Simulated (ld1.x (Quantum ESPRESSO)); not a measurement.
## How hard is this silicon ultrasoft potential?

```
Element                 : silicon
Generator               : ld1.x (Quantum ESPRESSO) 7.5
Type                    : ultrasoft
Functional              : PBEsol
Relativity              : scalar-relativistic
Frozen core             : [Ne]
Valence charge          : 4
Reference configuration : 3s2 3p1.5 (charge +0.5)
Partial waves           : 3s (bound): rcut 1.15, rcutus 1.60 bohr; 3s channel at 1.05 Ry: rcut 1.15, rcutus 1.60 bohr; 3p (bound): rcut 2.05, rcutus 2.20 bohr; 3p channel at -0.05 Ry: rcut 2.05, rcutus 2.20 bohr
Local potential         : all-electron potential smoothed inside 2.10 bohr (lloc = -1)
Core correction         : none
Augmentation charge     : PSQ, radius 1.30 bohr
```

The pseudo-atom Hamiltonian at the reference potential is diagonalised in spherical Bessel functions j_l(qr) that vanish at 20 bohr, with q² up to the cutoff. All-electron valence levels (Ry): 3s -1.0790, 3p -0.5622.

Q: How do the lowest levels (Ry) of each channel move with the cutoff, and are there ghosts?

A:

```json
{"cutoff (Ry)": "8", "s #1": "-1.0606", "s #2": "-0.1549", "p #1": "-0.5577", "p #2": "-0.0780", "d #1": "-0.0581", "f #1": "0.0339", "f #2": "0.1438", "Σ f·Δε (mRy)": "43.7"}
{"cutoff (Ry)": "10", "s #1": "-1.0702", "s #2": "-0.1564", "p #1": "-0.5605", "p #2": "-0.0783", "d #1": "-0.0584", "f #1": "0.0339", "f #2": "0.1438", "Σ f·Δε (mRy)": "20.4"}
{"cutoff (Ry)": "12", "s #1": "-1.0757", "s #2": "-0.1573", "p #1": "-0.5616", "p #2": "-0.0784", "d #1": "-0.0586", "f #1": "0.0339", "f #2": "0.1438", "Σ f·Δε (mRy)": "7.8"}
{"cutoff (Ry)": "18", "s #1": "-1.0788", "s #2": "-0.1579", "p #1": "-0.5622", "p #2": "-0.0784", "d #1": "-0.0587", "f #1": "0.0339", "f #2": "0.1438", "Σ f·Δε (mRy)": "0.6"}
{"cutoff (Ry)": "21", "s #1": "-1.0788", "s #2": "-0.1579", "p #1": "-0.5622", "p #2": "-0.0784", "d #1": "-0.0587", "f #1": "0.0339", "f #2": "0.1438", "Σ f·Δε (mRy)": "0.6"}
{"cutoff (Ry)": "25", "s #1": "-1.0789", "s #2": "-0.1579", "p #1": "-0.5622", "p #2": "-0.0784", "d #1": "-0.0587", "f #1": "0.0339", "f #2": "0.1438", "Σ f·Δε (mRy)": "0.5"}
{"cutoff (Ry)": "400", "s #1": "-1.0791", "s #2": "-0.1579", "p #1": "-0.5622", "p #2": "-0.0784", "d #1": "-0.0587", "f #1": "0.0339", "f #2": "0.1438", "Σ f·Δε (mRy)": "0.0"}
```

Result: no extra level below or beside the all-electron valence levels (s, p, d, f tested); 10 mRy is reached at 12 Ry and 1 mRy at 18 Ry.
